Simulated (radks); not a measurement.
Problem. Excited configurations of neutral tantalum: one electron is placed in a higher orbital outside [Xe] 4f14 5d3 6s1. The ground configuration is [Xe] 4f14 5d3 6s2. Calculated with a radial shooting solver on a logarithmic mesh with Libxc functionals: scalar-relativistic Kohn-Sham, r2SCAN, spin-polarised, spherical densities, finite nucleus; open shells are filled with parallel spins first (spin-orbit coupling, left out, can overturn this in heavy ions); meta-GGA in the generalised Kohn-Sham scheme; Fermi nuclear charge, rms radius 5.3507 fm. Excitation = E - E(ground); binding = E(ion) - E, where the ion is the core of charge +1; n* = 1/sqrt(2 binding) in atomic units, and the quantum defect is n - n*.

outer orbital  excitation (eV)  binding (eV)     n*  quantum defect  eigenvalue (eV)  <r> (bohr)
6d                       5.512         1.507  3.004           2.996           -0.696       10.80
7s                       4.517         2.502  2.332           4.668           -1.539       8.598
7p                       5.246         1.773  2.770           4.230           -1.063       11.39
7f                       6.584         0.436  5.587           1.413           -0.269       45.26

Estimate the row for 6p.

Solution. excitation (eV) 2.322; binding (eV) 4.697; n* 1.702; quantum defect 4.298; eigenvalue (eV) -2.534; <r> (bohr) 4.361. The Delta-SCF ionisation energy is 7.020 eV (NIST Atomic Spectra Database: 7.550 eV, measured). Self-interaction in the functional shifts the binding energies and quantum defects, so they are the method's values and not measured ones. Open shells are spherical and high-spin; term and fine-structure splittings are not resolved. Spin-orbit splitting is averaged out at the scalar-relativistic level.
